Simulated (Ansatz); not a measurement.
C2H7NSi, SMILES `C/C=N\[SiH3]`. The species carries charge 0 and has multiplicity 1.

```
atom   x (Å)   y (Å)   z (Å)
  C1   0.170   0.776  -1.379
  C2   0.888   0.752  -0.067
  N3   0.631   0.069   0.958
 Si4  -0.600  -1.093   1.310
  H5  -0.176   1.792  -1.589
  H6   0.865   0.513  -2.183
  H7  -0.680   0.094  -1.400
  H8   1.753   1.433  -0.022
  H9  -1.584  -1.389   0.223
 H10  -1.353  -0.588   2.485
 H11   0.086  -2.360   1.665
```

(1) List the harmonic frequencies (cm⁻¹, unscaled) at PBE0-D4/def2-TZVP in Ansatz. (Best estimate.)

(2) Is this a minimum?

(3) Give the ideal-gas thermochemistry at 298.15 K and 1 bar (rigid rotor, harmonic oscillator; point group Cs, symmetry number 1).

(4) And at 400, 500, 600, 800 and 1000 K?

## Answers

(1) The calculation gave: 92, 149, 186, 318, 503, 691, 716, 719, 820, 928, 934, 953, 966, 1100, 1130, 1380, 1421, 1464, 1465, 1791, 2171, 2237, 2238, 2998, 3044, 3105, 3158.

(2) Yes, all 27 modes are real.

(3) Zero-point energy 219.4 kJ/mol; H(298) − E = 237.8 kJ/mol; entropy 319.4 J/(mol·K), of which translation 162.4, rotation 105.6, vibration 51.3; G(298) − E = 142.6 kJ/mol. Modes under 100 cm⁻¹ are hindered rotations or soft bends, so the harmonic entropy is rough.

(4) 
```json
{"T (K)": "400", "H − E (kJ/mol)": "248.5", "S (J/mol/K)": "350.0", "G − E (kJ/mol)": "108.5"}
{"T (K)": "500", "H − E (kJ/mol)": "261.1", "S (J/mol/K)": "377.9", "G − E (kJ/mol)": "72.1"}
{"T (K)": "600", "H − E (kJ/mol)": "275.4", "S (J/mol/K)": "403.9", "G − E (kJ/mol)": "33.0"}
{"T (K)": "800", "H − E (kJ/mol)": "308.2", "S (J/mol/K)": "451.0", "G − E (kJ/mol)": "-52.6"}
{"T (K)": "1000", "H − E (kJ/mol)": "345.4", "S (J/mol/K)": "492.4", "G − E (kJ/mol)": "-147.0"}
```
